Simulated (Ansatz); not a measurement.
Isolated molecules relaxed with PBE0-D4/def2-TZVP in Ansatz; ΔE leaves out vibrations. CCSD(T)/CBS adds triple-zeta CCSD(T) − MP2 to the extrapolated MP2 energy (def2 sets, frozen cores). This one scheme is used for every species, atoms too. Functionals use def2-TZVPP. No spin–orbit coupling; open shells (•) take unrestricted orbitals. Spin–orbit coupling would lower the free atoms: a little for Cl, Si.

`Cl[SiH]1[SiH2][SiH2]1` → Cl• + 5 H• + 3 Si•  (atomization)

```csv
level,ΔE (kJ/mol),difference from CCSD(T)/CBS
LDA (SPW92),2867.8,302.0
revPBE-D4,2520.6,-45.2
r2SCANh-D4,2573.4,7.6
r2SCAN0-D4,2559.3,-6.5
BHLYP-D4,2516.7,-49.1
CAM-B3LYP-D4,2543.1,-22.7
B2PLYP,2503.2,-62.6
PBE-QIDH,2540.9,-24.9
r2SCAN,2577.7,11.9
MP2/def2-SVP,2332.8,-233.0
HF/def2-TZVPP,1894.5,-671.3
CCSD/def2-TZVPP,2445.5,-120.3
HF/def2-QZVPP,1898.7,-667.1
MP2/def2-QZVPP,2527.6,-38.2
MP2/CBS(def2),2561.5,-4.3
CCSD/CBS(def2),2528.5,-37.3
CCSD(T)/CBS,2565.8,0
```

Largest T1 diagnostic among the species: 0.014.

Leaving LDA and LC-ωPBE aside and taking each functional with its dispersion term where it has one, the values, not all of them listed here, spread over 111.9 kJ/mol, from B2PLYP to B97M-V. LDA lies +332.2 kJ/mol from PBE without D4, its usual overbinding. From r2SCAN to r2SCAN0 (25 % exact exchange), in def2-TZVPP and without D4, ΔE moves by −25.8 kJ/mol: exact exchange takes away binding that semilocal exchange gives to molecules. In def2-TZVPP, CCSD(T) changes the Hartree–Fock value by +588.3 kJ/mol (the triples alone add +37.3 kJ/mol) and MP2 by +584.0 kJ/mol; breaking electron pairs costs correlation energy, which Hartree–Fock lacks.

For atomizations the MP2-based limit and the directly extrapolated one differ by several kJ/mol either way, and by 10 to 25 for some Ge, Se and Sn compounds, so smaller differences from it don't rank the levels.
